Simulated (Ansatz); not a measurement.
Geometry optimisation, RKS LDA/def2-SVP (Ansatz 0.2.0).

input.yaml

```yaml
crystal:
  periodic: [false, false, false]
  atoms:
    - { symbol: C, position_ang: [-1.5415, -1.2159, 0.9298] }
    - { symbol: S, position_ang: [-1.414, 0.6225, 1.1378] }
    - { symbol: Al, position_ang: [0.7414, 0.6773, 0.4928] }
    - { symbol: C, position_ang: [1.3156, 0.9022, -1.4194] }
    - { symbol: F, position_ang: [0.7423, 2.0855, -1.8964] }
    - { symbol: H, position_ang: [-2.6285, -1.4479, 1.1746] }
    - { symbol: H, position_ang: [-1.3661, -1.4468, -0.1346] }
    - { symbol: H, position_ang: [-0.8513, -1.6947, 1.5821] }
    - { symbol: H, position_ang: [-1.68025, 1.81955, 1.77071] }
    - { symbol: H, position_ang: [2.3469, 0.8821, -1.5087] }
    - { symbol: H, position_ang: [0.7887, 0.0574, -1.9764] }
basis:
  gaussian: { orbitals: def2-SVP }
hamiltonian:
  xc: lda
relax:
  f_tol: 0.02
  max_steps: 50
output:
  orbitals: {}
```

Command:

```bash
$ ansatz run input.yaml --threads 2 --pin off --max-ram 3072MiB --backend cpu --events-out ev --progress --plain --runs-dir out
```

Where does it end, and by what steps?

The run converged. After 21 steps the energy has fallen by 3.068 eV; F5 moved furthest, 0.87 Å. Joined: Al3–F5.

```csv
step,energy less start (eV),largest force component (eV/Å),accepted
0,0.0000,4.819,yes
1,-0.8262,1.735,yes
2,-1.3579,1.658,yes
3,-1.9437,1.920,yes
4,-2.3275,1.556,yes
5,-2.5726,1.813,yes
6,-2.7717,1.236,yes
7,-2.8651,0.771,yes
8,-2.9157,0.282,yes
9,-2.9134,0.429,no
10,-2.9477,0.091,yes
11,-2.9630,0.083,yes
12,-2.9841,0.191,yes
13,-3.0014,0.413,yes
14,-3.0319,0.324,yes
15,-3.0431,0.400,yes
16,-3.0546,0.321,yes
17,-3.0540,0.331,no
18,-3.0663,0.079,yes
19,-3.0675,0.042,yes
20,-3.0680,0.034,yes
21,-3.0682,0.018,yes
```

```xyz
11
Properties=species:S:1:pos:R:3
C -1.339 -0.934 0.735
S -1.505 0.840 0.450
Al 1.102 1.020 0.796
C 0.994 0.534 -1.193
F 1.028 1.985 -1.076
H -2.286 -1.373 1.106
H -1.084 -1.377 -0.248
H -0.504 -1.148 1.446
H -1.980 1.168 1.691
H 1.919 0.238 -1.734
H 0.108 0.288 -1.822
```

The run took 31 s on 2 threads of Arm Neoverse V2 (shared host), peak memory 0.15 GiB.
